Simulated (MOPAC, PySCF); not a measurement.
H$_{6}$Ga$_{2}$Se$_{2}$, SMILES `[GaH2-]1[SeH+][GaH2-][SeH+]1`, neutral singlet in the gas phase. 

Z-matrix (Å, degrees):
```
Ga
H 1 1.5558
H 1 1.5560 2 128.96
Se 1 2.5346 2 107.14 3 129.10
H 4 1.4679 1 94.80 2 17.91
Ga 4 2.5346 5 94.80 1 -84.83
H 6 1.5558 4 107.14 5 -17.91
H 6 1.5560 7 128.96 5 137.77
Se 1 2.5367 2 106.90 3 -129.43
H 9 1.4676 1 94.67 2 153.27
```
Charge 0, spin multiplicity 1.

All levels are single points at this geometry (CAM-B3LYP-D3(BJ)/def2-SVP); Pople sets use spherical d functions. Orbital energies aren't observables, and empty levels follow the basis.

| level | HOMO (eV) | LUMO (eV) | gap (eV) | dipole (D) | vertical IE, Delta-SCF (eV) |
|---|---|---|---|---|---|
| CAM-B3LYP-D3(BJ)/def2-TZVP in PySCF | -8.94 | 0.30 | 9.23 | 0.05 | 9.65 |
| PBE-D3(BJ)/def2-TZVP in PySCF | -6.64 | -1.40 | 5.24 | 0.05 | 9.06 |
| TPSSh-D3(BJ)/def2-TZVP in PySCF | -7.19 | -0.94 | 6.25 | 0.05 | 9.38 |
| B3LYP/3-21G in PySCF | -7.44 | -0.77 | 6.67 | 0.05 | – |
| B3LYP/6-311+G** (LANL2DZ on Ga, Se) in PySCF | -7.65 | -0.77 | 6.89 | 0.06 | – |
| B3LYP/6-31G* in PySCF | -7.41 | -0.79 | 6.62 | 0.06 | 9.34 |
| B3LYP/LANL2DZ in PySCF | -7.68 | -0.78 | 6.89 | 0.06 | – |
| BP86/6-31G* in PySCF | -6.67 | -1.39 | 5.28 | 0.06 | – |
| PBE/6-31G* in PySCF | -6.58 | -1.32 | 5.26 | 0.06 | 9.04 |
| SVWN5/6-31G* in PySCF | -6.66 | -1.55 | 5.11 | 0.06 | – |
| AM1 in MOPAC | -9.25 | -3.07 | 6.18 | 0.08 | – |
| PM3 in MOPAC | -10.13 | -4.40 | 5.73 | 0.04 | – |
| PM7 in MOPAC | -8.32 | -0.27 | 8.06 | 0.07 | – |
